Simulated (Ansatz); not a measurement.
Start from `CCB(F)Br` and change one atom or group to get `FB(Cl)Br`.

Ansatz, PBE0-D4/def2-TZVP geometries, multiplicity 1. Each molecule was computed in one conformer, which needn't be the lowest.

Scalar relativity is left out up to krypton. Spin–orbit coupling is left out; it splits and shifts lone-pair levels of the heavy atoms by tenths of an eV.

| property | `CCB(F)Br` |
| --- | --- |
| HOMO energy (PBE/def2-TZVPP) / eV | -7.11 |
| LUMO energy (PBE0/def2-TZVPP) / eV | -0.63 |
| HOMO–LUMO gap (B3LYP/def2-TZVPP) / eV | 7.31 |
| size of the dipole moment (ωB97M-V/def2-TZVPP) / D | 1.76 |
| zero-point energy (PBE0-D4/def2-TZVP) / kJ/mol | 191.3 |
| HOMO energy (PBE0/def2-TZVPP) / eV | -8.43 |

Q: What does the change do to each property? (Estimate.)

A: Computed: 
```tsv
property	`FB(Cl)Br`	shift
HOMO energy (PBE/def2-TZVPP) / eV	-7.51	-0.40
LUMO energy (PBE0/def2-TZVPP) / eV	-1.19	-0.56
HOMO–LUMO gap (B3LYP/def2-TZVPP) / eV	7.20	-0.11
size of the dipole moment (ωB97M-V/def2-TZVPP) / D	0.29	-1.47
zero-point energy (PBE0-D4/def2-TZVP) / kJ/mol	22.9	-168.4
HOMO energy (PBE0/def2-TZVPP) / eV	-8.87	-0.44
```

With PBE0 the HOMO falls by 0.44 eV and the LUMO falls by 0.56 eV, so the gap narrows by about 0.12 eV. PBE moves the HOMO by -0.40 eV and ωB97M-V by -0.42 eV. The zero-point energy changes by -168.4 kJ/mol with -18 modes. Dipoles are sizes alone; their direction can turn.

B3LYP here is the variant with VWN-RPA as its local correlation; programs differ in this.
